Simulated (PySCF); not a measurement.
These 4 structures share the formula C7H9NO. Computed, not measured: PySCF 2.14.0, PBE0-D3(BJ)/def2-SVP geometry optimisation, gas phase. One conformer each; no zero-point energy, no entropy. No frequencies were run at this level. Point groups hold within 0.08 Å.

Question: Order them by energy at this level, lowest first, and give relative energies in kcal/mol.
A. `[CH3:1][O:2][CH2:3][c:4]1[cH:5][cH:6][cH:7][n:8][cH:9]1` with C1–O2–C3–C4 -178°, O2–C3–C4–C5 16°
B. `[CH3:1][O:2][CH2:3][c:4]1[cH:5][cH:6][cH:7][cH:8][n:9]1` with C1–O2–C3–C4 -77°, O2–C3–C4–C5 -24° (2-(methoxymethyl)pyridine)
C. `[CH2:1]=[CH:2][C:3](=[CH2:4])[C:5](=[CH2:6])[C:7]([NH2:8])=[O:9]` with C1–C2–C3–C4 -164°, C2–C3–C5–C6 39°, C3–C5–C7–N8 -144°, C5–C7–N8–H 15° and 180°
D. `[CH3:1][CH2:2][c:3]1[cH:4][cH:5][n+:6]([O-:7])[cH:8][cH:9]1` with C1–C2–C3–C4 89°

Answer: B (0.0), A (2.6), C (20.4), D (22.5).

As drawn, the highest has an N–O linkage, which the lowest lacks. Neighbours under 2.5 kcal/mol apart (C=CC(=C)C(=C)C(N)=O and CCc1cc[n+]([O-])cc1) can change places with a better method, another conformer or zero-point energy.

| SMILES | E (Eh) | E rel (kcal/mol) | dipole (D) | point group | A, B, C (MHz) |
| --- | --- | --- | --- | --- | --- |
| COCc1ccccn1 | -401.37398 | 0.0 | 1.77 | C1 | 3850, 1080, 935.4 |
| COCc1cccnc1 | -401.36981 | 2.6 | 2.67 | C1 | 4959, 914.9, 781.9 |
| C=CC(=C)C(=C)C(N)=O | -401.34140 | 20.4 | 3.45 | C1 | 2745, 1176, 985.8 |
| CCc1cc[n+]([O-])cc1 | -401.33820 | 22.5 | 4.33 | Cs | 4591, 975.0, 865.9 |

Question: As an exercise, what shares would exp(−E/RT) give at 1000 K from these electronic energies alone (no entropy, no degeneracies)?

Answer: RT = 1.987 kcal/mol: COCc1ccccn1 78.9 %, COCc1cccnc1 21.1 %, C=CC(=C)C(=C)C(N)=O under 0.1 %, CCc1cc[n+]([O-])cc1 under 0.1 %.
